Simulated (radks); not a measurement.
The nitrogen anion N3-, 10 electrons, occupied as [Ne].

Method: non-relativistic Kohn-Sham, LDA (Slater exchange, VWN5 correlation), spin-polarised, spherical densities, point nucleus; Watson sphere of charge +3 and radius 1.61 bohr; computed with a radial shooting solver on a logarithmic mesh with Libxc functionals.

Energy parts (Ry; the electron-nucleus part includes the sphere):
total: -139.25614
kinetic: 112.84353
electron-nucleus: -318.94030
Hartree: 82.20494
exchange-correlation: -15.36431

Orbitals (lengths in bohr, moments of r in powers of bohr; r(max) is where P^2 peaks; r(90%) holds 90 % of the orbital's charge):
orbital  occ.  eigenvalue (Ry)    <r^4>  r(max)    <r^2>  r(90%)
1s          2        -27.43950  0.01400  0.1493  0.07279   0.416
2s          2         -1.50711    10.39   1.099    2.347    2.22
2p          6         -0.66884    23.20   1.167    3.197    2.68

The highest occupied level is 2p at -9.100 eV. Summed over all electrons, <r^2> = 24.02 bohr^2, which gives a Langevin (diamagnetic) susceptibility term of -19 x 10^-6 cm^3/mol. The electron density at the nucleus is 201.8 e/bohr^3. The density falls to 0.001 e/bohr^3 at r = 3.81 bohr.
